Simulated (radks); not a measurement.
Q: Method: scalar-relativistic Kohn-Sham, LDA (Slater exchange, VWN5 correlation), spin-polarised, spherical densities, finite nucleus; open shells are filled with parallel spins first (spin-orbit coupling, left out, can overturn this in heavy ions); Fermi nuclear charge, rms radius of each element as measured or else 0.836 A^(1/3) + 0.57 fm; computed with a radial shooting solver on a logarithmic mesh with Libxc functionals. Response by self-consistent Sternheimer equations with the Hartree and adiabatic LDA kernel, the relativistic mass of each level held fixed and spin-orbit coupling left out. For heavy and open-shell atoms this level of theory can miss by tens of per cent. Rank Re2+, Re, Re3+, Re4+, Re+, Re6+, Re5+ (NIST ground configurations) by static dipole polarisability, largest first.

A: Re 58.97, Re+ 29.05, Re2+ 12.38, Re3+ 7.455, Re4+ 4.829, Re5+ 3.288, Re6+ 2.321 bohr^3.
